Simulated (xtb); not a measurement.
Si(Me)(SH)3 (CH6S3Si), SMILES S[Si](S)(S)C. All values are semi-empirical tight-binding results from xtb (GFN2-xTB unless named), good for trends rather than for accurate numbers. The structure is a stationary point at GFN2-xTB. Other conformers were not sampled.

| Property | Value |
|---|---|
| orbital gap | 4.62 eV |
| zero-point energy | 39.9 kcal/mol |
| G − E(el) at 298.15 K (modified RRHO) | 17.0 kcal/mol |
| static polarisability (D4 model) | 101.8 bohr³ |
| solvation energy, GFN2-xTB/ALPB(water) | -2.2 kcal/mol |
| solvation energy, GFN2-xTB/ALPB(ch2cl2) | -8.6 kcal/mol |
